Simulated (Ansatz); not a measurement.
Isolated molecules relaxed with PBE0-D4/def2-TZVP in Ansatz; ΔE leaves out vibrations. CCSD(T)/CBS adds triple-zeta CCSD(T) − MP2 to the extrapolated MP2 energy (def2 sets, frozen cores). Functionals use def2-TZVPP. B3LYP here is the variant with VWN-RPA as its local correlation; programs differ in this. Elements past krypton have def2 core potentials. For Ge, Hf outer-core shells are correlated without core-valence functions, which leaves a few kJ/mol of doubt a bond. Scalar relativity is left out up to krypton.

`[F][Hf]([F])([Cl])[Cl]` + `C#[C][GeH3]` → `C#[C][Hf]([F])([Cl])[Cl]` + `[F][GeH3]`  (redistribution)

```
         level  ΔE (kJ/mol)
   LDA (SPW92)        120.5
      B3LYP-D4        107.6
       ωB97M-V        111.5
      PBE-QIDH        111.0
           PBE        112.4
       LC-ωPBE        123.8
 HF/def2-TZVPP        100.7
MP2/def2-QZVPP        108.4
```

Task: What does CCSD(T)/CBS give? (Estimate.)

Result: Computed: +110.3 kJ/mol. The listed levels differ from it by 10.2, -2.7, 1.2, 0.7, 2.1, 13.5, -9.6, -1.9 kJ/mol.

Task: What do rigid-rotor, harmonic-oscillator terms from PBE0-D4/def2-TZVP frequencies (298.15 K, 1 bar) make of the CCSD(T)/CBS value? (Estimate.)

Result: Ansatz gave: ΔZPE = -1.3 kJ/mol, ΔH = +110.0 kJ/mol, ΔS = 14 J/(mol·K), ΔG = +106.0 kJ/mol.

Largest T1 diagnostic among the species: 0.015.

Leaving LDA and LC-ωPBE aside and taking each functional with its dispersion term where it has one, the values, not all of them listed here, spread over 9.6 kJ/mol, from B97M-V to ωB97X-V. LDA lies +8.1 kJ/mol from PBE without D4. In def2-TZVPP, CCSD(T) changes the Hartree–Fock value by +6.7 kJ/mol (the triples alone add −1.0 kJ/mol) and MP2 by +6.3 kJ/mol.
